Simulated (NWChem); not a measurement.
System: C$_{4}$H$_{7}$N; SMILES CC#CCN

Output (shortened):

```
             Northwest Computational Chemistry Package (NWChem) 7.3.0
             --------------------------------------------------------

                             Geometry "geometry" -> ""
                             -------------------------

 Output coordinates in angstroms (scale by  1.889725989 to convert to a.u.)

  No.       Tag          Charge          X              Y              Z
 ---- ---------------- ---------- -------------- -------------- --------------
    1 C                    6.0000     2.61304800     0.32007300     0.03119600
    2 C                    6.0000     1.18470300     0.04251500     0.16738100
    3 C                    6.0000     0.00207200    -0.18772900     0.28819000
    4 C                    6.0000    -1.44685200    -0.43840900     0.38216200
    5 N                    7.0000    -2.27076100     0.15322300    -0.68596000
    6 H                    1.0000     2.78732100     1.23032100    -0.55621600
    7 H                    1.0000     3.08539500     0.46458900     1.01067100
    8 H                    1.0000     3.13738100    -0.50281800    -0.47058900
    9 H                    1.0000    -1.63444400    -1.51993700     0.38715100
   10 H                    1.0000    -1.82635900    -0.06264300     1.34130700
   11 H                    1.0000    -1.93606200    -0.19067300    -1.58561300
   12 H                    1.0000    -2.10721800     1.15948100    -0.70420700

 Effective nuclear repulsion energy (a.u.)     150.4935918426

                              NWChem Property Module
                              ----------------------

  itol2e modified to match energy
  convergence criterion.

                                 NWChem DFT Module
                                 -----------------

 Summary of "ao basis" -> "ao basis" (spherical)
 ------------------------------------------------------------------------------
       Tag                 Description            Shells   Functions and Types
 ---------------- ------------------------------  ------  ---------------------
 C                           6-31g*                  6       14   3s2p1d
 N                           6-31g*                  6       14   3s2p1d
 H                           6-31g*                  2        2   2s

  itol2e modified to match energy
  convergence criterion.

            General Information
            -------------------
          SCF calculation type: DFT
          Wavefunction type:  closed shell.
          No. of atoms     :    12
          No. of electrons :    38
           Alpha electrons :    19
            Beta electrons :    19
          Charge           :     0
          Spin multiplicity:     1
          Use of symmetry is: off; symmetry adaption is: off
          Maximum number of iterations: 150
          AO basis - number of functions:    84
                     number of shells:    44
          Convergence on energy requested:  1.00D-07
          Convergence on density requested:  1.00D-05
          Convergence on gradient requested:  5.00D-04

              XC Information
              --------------
                         B3LYP Method XC Potential
                     Hartree-Fock (Exact) Exchange  0.200
                        Slater Exchange Functional  0.800 local
                    Becke 1988 Exchange Functional  0.720 non-local
              Lee-Yang-Parr Correlation Functional  0.810
                  VWN I RPA Correlation Functional  0.190 local

[...]

          -----------------------------------------
          Chemical Shielding Tensors (GIAO, in ppm)
          -----------------------------------------

                                NWChem CPHF Module
                                ------------------

  scftype          =     RHF
  nclosed          =       19
  nopen            =        0
  variables        =     1235
  # of vectors     =        3
  tolerance        = 0.10D-03
  level shift      = 0.00D+00
  max iterations   =       50
  max subspace     =       30

 SCF residual:    1.4854443580254810E-005

Iterative solution of linear equations
  No. of variables     1235
  No. of equations        3
  Maximum subspace       30
        Iterations       50
       Convergence  1.0D-04

   iter   nsub   residual    time
   ----  ------  --------  ---------
     1      3    3.36D-01      45.1
     2      6    1.33D-02      49.4
     3      9    1.03D-03      53.5
     4     12    3.54D-05      56.8

      Atom:    1  C
        Diamagnetic
    258.9991      0.0656      0.0047
      0.0656    258.4256     -0.0670
      0.0047     -0.0670    258.3395

        Paramagnetic
    -61.0219      3.4821     -1.7231
      3.4821    -78.8130     -0.1162
     -1.7231     -0.1162    -79.4113

        Total Shielding Tensor
    197.9772      3.5477     -1.7184
      3.5477    179.6126     -0.1833
     -1.7184     -0.1833    178.9282

           isotropic =     185.5060
          anisotropy =      19.9233

          Principal Components and Axis System
                 1           2           3
              198.7882    179.0245    178.7053

      1         0.9795     -0.1196      0.1622
      2         0.1820      0.8703     -0.4576
      3        -0.0864      0.4778      0.8742

      Atom:    2  C
        Diamagnetic
    285.5487     10.6269     -5.9606
     10.6269    237.4473     -1.5231
     -5.9606     -1.5231    236.1470

        Paramagnetic
    -35.6482     24.7987     -8.8239
     24.7987   -180.3208     -0.2154
     -8.8239     -0.2154   -185.0070

        Total Shielding Tensor
    249.9005     35.4255    -14.7845
     35.4255     57.1265     -1.7384
    -14.7845     -1.7384     51.1400

           isotropic =     119.3890
          anisotropy =     206.8301

          Principal Components and Axis System
                 1           2           3
              257.2757     51.3996     49.4916

      1         0.9820     -0.1071      0.1553
      2         0.1744      0.8293     -0.5309
      3        -0.0719      0.5485      0.8331

      Atom:    3  C
        Diamagnetic
    286.6104      7.5530     -3.3101
      7.5530    248.1938     -1.2312
     -3.3101     -1.2312    247.5815

        Paramagnetic
    -21.0897     38.1915    -20.7694
     38.1915   -203.3631     -6.8478
    -20.7694     -6.8478   -206.3083

        Total Shielding Tensor
    265.5207     45.7445    -24.0795
     45.7445     44.8307     -8.0790
    -24.0795     -8.0790     41.2732

           isotropic =     117.2082
          anisotropy =     240.1622

          Principal Components and Axis System
                 1           2           3
              277.3163     40.6629     33.6453

      1         0.9749      0.1943     -0.1083
      2         0.1955     -0.5162      0.8338
      3        -0.1061      0.8341      0.5413

      Atom:    4  C
        Diamagnetic
    255.7124     -1.9915      5.2828
     -1.9915    246.2057     -2.8937
      5.2828     -2.8937    250.0346

        Paramagnetic
    -89.8592     -0.6099      4.8588
     -0.6099   -101.6857    -12.4093
      4.8588    -12.4093    -89.6704

        Total Shielding Tensor
    165.8532     -2.6015     10.1417
     -2.6015    144.5201    -15.3030
     10.1417    -15.3030    160.3642

           isotropic =     156.9125
          anisotropy =      31.7051

          Principal Components and Axis System
                 1           2           3
              178.0493    157.8089    134.8793

      1         0.6408      0.7601     -0.1078
      2        -0.3594      0.4211      0.8328
      3         0.6784     -0.4949      0.5430

      Atom:    5  N
        Diamagnetic
    306.8865     -5.2659      5.7041
     -5.2659    321.2189     -4.2706
      5.7041     -4.2706    326.7718

        Paramagnetic
    -89.2255     -3.7339      6.6505
     -3.7339    -98.1479      5.5644
      6.6505      5.5644   -101.3004

        Total Shielding Tensor
    217.6610     -8.9998     12.3546
     -8.9998    223.0710      1.2938
     12.3546      1.2938    225.4714

           isotropic =     222.0678
          anisotropy =      21.2195

          Principal Components and Axis System
                 1           2           3
              236.2141    225.0556    204.9337

      1         0.6322     -0.1055      0.7676
      2        -0.3657      0.8328      0.4157
      3         0.6830      0.5435     -0.4879

      Atom:    6  H
        Diamagnetic
     27.7804      3.4793     -2.0967
      3.4793     35.2005     -7.1004
     -2.0967     -7.1004     28.6667

        Paramagnetic
      3.1320     -0.8610      0.6008
     -0.8610     -2.9389      3.2898
      0.6008      3.2898     -0.0520

        Total Shielding Tensor
     30.9124      2.6183     -1.4959
      2.6183     32.2616     -3.8106
     -1.4959     -3.8106     28.6147

           isotropic =      30.5962
          anisotropy =       8.6102

          Principal Components and Axis System
                 1           2           3
               36.3364     29.2432     26.2091

      1         0.4857      0.8734     -0.0358
      2         0.7429     -0.3908      0.5435
      3        -0.4607      0.2906      0.8386

      Atom:    7  H
        Diamagnetic
     30.6730      1.6319      6.6712
      1.6319     24.4193      1.9187
      6.6712      1.9187     36.1783

        Paramagnetic
      1.8998     -0.2467     -3.0288
     -0.2467      2.0603     -0.8702
     -3.0288     -0.8702     -3.4446

[...]
```

Level: B3LYP/6-31G* (spherical d), GIAO. All runs use the structure optimised with B3LYP/6-31G* (spherical d). B3LYP is NWChem's, with the RPA form of VWN correlation. The printed shielding anisotropy is the first printed principal value minus the mean of the other two.

Q: Reconstruct the input file.

A: Several could match; the one computed here: the input that was run:
```
start job
memory heap 200 mb stack 900 mb global 1100 mb
geometry units angstroms noautosym nocenter noautoz
  C      2.613048     0.320073     0.031196
  C      1.184703     0.042515     0.167381
  C      0.002072    -0.187729     0.288190
  C     -1.446852    -0.438409     0.382162
  N     -2.270761     0.153223    -0.685960
  H      2.787321     1.230321    -0.556216
  H      3.085395     0.464589     1.010671
  H      3.137381    -0.502818    -0.470589
  H     -1.634444    -1.519937     0.387151
  H     -1.826359    -0.062643     1.341307
  H     -1.936062    -0.190673    -1.585613
  H     -2.107218     1.159481    -0.704207
end
basis spherical
  * library 6-31g*
end
dft
  xc b3lyp
  iterations 150
end
property
  shielding
end
task dft property
```
